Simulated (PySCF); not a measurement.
## How methods differ on the ionisation energy of Al⁺

Al⁺ [Ne] 3s2 (1S) → Al²⁺ [Ne] 3s1 (2S), as a difference of total energies. Computed with PySCF 2.14 in aug-cc-pV(D+d)Z (5s4p3d, 32 functions), with the non-relativistic Hamiltonian (point nucleus). Correlated levels: valence: [Ne] frozen. The calculations carry no spin-orbit coupling.

| method | ionisation energy (eV) |
| --- | --- |
| UHF | 17.547 |
| LDA | 18.921 |
| PBE | 18.801 |
| PBE0 | 18.695 |
| r2SCAN | 18.410 |
| wB97X-V | 18.694 |
| r2SCANh | 18.423 |
| B97-3 | 18.887 |
| LC-wPBE | 18.643 |
| MP2 (valence) | 18.242 |
| SCS-MP2 (valence) | 18.381 |

Q: How much does correlation contribute at MP2 (valence)?

A: 18.242 − (17.547) = 0.695 eV, measured against UHF.

Errors of the correlated levels include the incompleteness of this basis and the frozen core.

MP2 underrates the near-degeneracy of ns² with np² in the lower species.

For comparison: 18.829 eV (measured; NIST Atomic Spectra Database, ionization energies).
